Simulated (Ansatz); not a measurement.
Total energies of the cluster MgBr2 from Ansatz at CCSD(T)/def2-TZVPP, gas phase (1 Eh = 27.2114 eV = 2625.5 kJ/mol). The reference geometry is relaxed at PBE-D4/def2-TZVP.

| atom | x (Å) | y (Å) | z (Å) |
| --- | --- | --- | --- |
| Mg1 | 0.000 | 0.000 | 0.009 |
| Br2 | -1.374 | -1.888 | -0.012 |
| Br3 | 1.374 | 1.887 | 0.003 |

```
                 state                     geometry  energy (Eh)
      charge 0 singlet                    reference  -5345.38485
      charge 1 doublet                    reference  -5344.98345
      charge 0 triplet  relaxed at PBE-D4/def2-TZVP  -5345.25776
      charge 0 quintet  relaxed at PBE-D4/def2-TZVP  -5345.04167
free Mg atom (singlet)                            –   -199.80870
free Br atom (doublet)                            –  -2572.66165
```

Correlated methods freeze 19 core orbitals; core or outer-core shells of Mg, Br are correlated, in sets that lack core-valence functions.

**Question.** Work out the vertical ionisation energy to the doublet.

**Answer.** E(charge 1 doublet) − E(charge 0 singlet) = -5344.98345 − (-5345.38485) = 0.40140 Eh = 10.92 eV.

**Question.** Which of the charge 0 states is lowest, and how far above it are the others?

**Answer.** The singlet. triplet: -5345.25776 − (-5345.38485) = 0.12709 Eh = 333.7 kJ/mol; quintet: -5345.04167 − (-5345.38485) = 0.34318 Eh = 901.0 kJ/mol.

**Question.** What is the binding energy per atom against free atoms?

**Answer.** Atoms: 1 × (-199.80870) + 2 × (-2572.66165) = -5345.13200 Eh. Binding: -5345.13200 − (-5345.38485) = 0.25285 Eh = 6.88 eV, or 2.29 eV for each of 3 atoms (no zero-point energy, no counterpoise term).

The structure comes from a short search, and lower isomers may exist.
